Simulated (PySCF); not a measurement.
SMILES CC[Si](F)(F)F, singlet (GFN2-xTB optimised geometry):

```
11

C     -1.764    -1.055     1.361
C     -0.231    -1.052     1.391
Si     0.542    -0.055     0.000
F      0.149    -0.550    -1.457
F      2.130    -0.055     0.000
F      0.149     1.483     0.000
H     -2.155    -1.644     2.187
H     -2.154    -0.044     1.446
H     -2.130    -1.483     0.431
H      0.100    -0.658     2.354
H      0.123    -2.084     1.346
```

Computed with PBE0/def2-TZVP in PySCF.

Question: What are the frontier orbital energies and the dipole moment?

Answer: HOMO-2 -11.09 eV, HOMO-1 -10.53 eV, HOMO -9.70 eV, LUMO 0.62 eV, LUMO+1 1.33 eV; dipole moment 3.09 D.

On the same geometry PBE/def2-TZVP in PySCF gives HOMO-2 -9.55 eV, HOMO-1 -9.03 eV, HOMO -8.25 eV, LUMO -0.22 eV, LUMO+1 0.43 eV; dipole moment 2.95 D.

Meta-Löwdin charges at PBE0/def2-TZVP: C1 -0.34, C2 -0.49, Si3 1.65, F4 -0.49, F5 -0.49, F6 -0.49, H7 0.12, H8 0.12, H9 0.12, H10 0.14, H11 0.14.
